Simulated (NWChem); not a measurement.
hydrogen selenide (H$_{2}$Se)

SMILES: [SeH2]
```xyz
3

Se     0.0000     0.0000     0.0571
H      1.0502     0.0000    -0.9703
H     -1.0502     0.0000    -0.9703
```
Charge 0, spin multiplicity 1.

Everything below was run with NWChem. Structure: optimised with PBE0/def2-SVP, a minimum by its harmonic frequencies.

Symmetry labels belong to the abelian group C2v used in the runs, with the axes of the coordinates shown.

The Hamiltonian is non-relativistic.

### Question
List the lowest 4 singlet excitations that TD-PBE/def2-SVPD gives, with oscillator strengths.

### Answer
| state | symmetry | energy (eV) | wavelength (nm) | f |
|---|---|---|---|---|
| 1 | a2 | 5.21 | 238 | 0.000 |
| 2 | b2 | 5.27 | 235 | 0.062 |
| 3 | a2 | 6.77 | 183 | 0.000 |
| 4 | b2 | 6.94 | 179 | 0.001 |
